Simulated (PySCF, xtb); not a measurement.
C₃H₈OSi₂, SMILES C(C#C[SiH2]O)[SiH3]. Other conformers were not sampled.

Harmonic wavenumbers (cm⁻¹) from GFN2-xTB in xtb at its own minimum, in rising order: 12, 63, 93, 123, 162, 239, 283, 324, 378, 493, 496, 513, 600, 607, 726, 746, 756, 772, 784, 786, 787, 810, 879, 1102, 1111, 1199, 1431, 2198, 2251, 2270, 2274, 2303, 2314, 2943, 2957, 3684.

**Question.** What does B3LYP-D3(BJ)/def2-SVP (PySCF) give at its own minimum? (The exact figures need the calculation; the answer reports its results.)

**Answer.** 12, 53, 110, 139, 165, 206, 321, 381, 482, 498, 509, 625, 650, 743, 745, 823, 835, 901, 918, 941, 951, 955, 971, 1071, 1149, 1183, 1412, 2213, 2224, 2238, 2244, 2265, 2275, 3026, 3075, 3872. Paired by order, the mean absolute difference is 63 cm⁻¹ and the zero-point energies are 56.4 and 58.9 kcal/mol.
